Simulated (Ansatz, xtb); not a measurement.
C6H8O2: which of two isomers lies lower

We compare X, `C[C@@H]1CCC(=O)C1=O`, a singlet, with Y, `O=C(O)[C@@H]1C=CCC1`, a singlet. Both are isolated molecules in the gas phase, relaxed with r2SCAN-D4/def2-SVP, each in the lowest conformer that the search found.

Quicker runs give these differences E(Y) − E(X): GFN2-xTB −42.2 kJ/mol; HF/STO-3G +50.0 kJ/mol (at GFN2-xTB geometries); r2SCAN-D4/def2-SVP//GFN2-xTB −37.8 kJ/mol.

Task: Which of the two would you expect CCSD(T)/def2-SVP + ΔMP2/def2-TZVPP electronic energies to favour?

Result: Structure Y; the calculation gives E(Y) − E(X) = −48.0 kJ/mol.

The same difference at several levels:

```json
{"level": "GFN2-xTB", "geometry": "GFN2-xTB", "E(Y) − E(X) (kJ/mol)": "−42.2", "departure from the last row (kJ/mol)": "+5.8", "job, with rough time for the two": "optimisation, 0.13 s"}
{"level": "HF/STO-3G", "geometry": "GFN2-xTB", "E(Y) − E(X) (kJ/mol)": "+50.0", "departure from the last row (kJ/mol)": "+98.0", "job, with rough time for the two": "single point, 0.36 s"}
{"level": "r2SCAN-D4/def2-SVP//GFN2-xTB", "geometry": "GFN2-xTB", "E(Y) − E(X) (kJ/mol)": "−37.8", "departure from the last row (kJ/mol)": "+10.2", "job, with rough time for the two": "single point, 3.9 s"}
{"level": "r2SCAN-D4/def2-SVP", "geometry": "r2SCAN-D4/def2-SVP", "E(Y) − E(X) (kJ/mol)": "−40.0", "departure from the last row (kJ/mol)": "+8.0", "job, with rough time for the two": "optimisation, 50 s"}
{"level": "HF/def2-SVP", "geometry": "r2SCAN-D4/def2-SVP", "E(Y) − E(X) (kJ/mol)": "−44.2", "departure from the last row (kJ/mol)": "+3.9", "job, with rough time for the two": "part of the CCSD(T) run"}
{"level": "MP2/def2-SVP", "geometry": "r2SCAN-D4/def2-SVP", "E(Y) − E(X) (kJ/mol)": "−39.7", "departure from the last row (kJ/mol)": "+8.3", "job, with rough time for the two": "part of the CCSD(T) run"}
{"level": "CCSD(T)/def2-SVP", "geometry": "r2SCAN-D4/def2-SVP", "E(Y) − E(X) (kJ/mol)": "−37.2", "departure from the last row (kJ/mol)": "+10.9", "job, with rough time for the two": "single point"}
{"level": "CCSD(T)/def2-SVP + ΔMP2/def2-TZVPP", "geometry": "r2SCAN-D4/def2-SVP", "E(Y) − E(X) (kJ/mol)": "−48.0", "departure from the last row (kJ/mol)": "", "job, with rough time for the two": "single point, 1.7 min"}
```

As drawn, Y has 1 C–O, 1 C=C, 1 O–H in place of 1 C–C, 1 C=O, 1 C–H.

HF/STO-3G puts the two in the other order. The largest departure from CCSD(T)/def2-SVP + ΔMP2/def2-TZVPP is that of HF/STO-3G, 98.0 kJ/mol. The last row adds to CCSD(T) the change of the MP2 difference between the two basis sets, here −10.9 kJ/mol.

With thermal terms from frequencies at re-optimised GFN2-xTB minima (ideal gas, soft modes damped towards free rotors, one conformer each, 298.15 K, 1 atm): on the last row, ΔE + ΔZPE = −46.9, ΔH = −47.6, ΔG = −47.1 kJ/mol.

The correlated steps freeze 8 core orbitals. Run with Ansatz 0.2.0, xtb 6.7.1; the last row on 4 threads of Arm Neoverse V2 on a shared host.
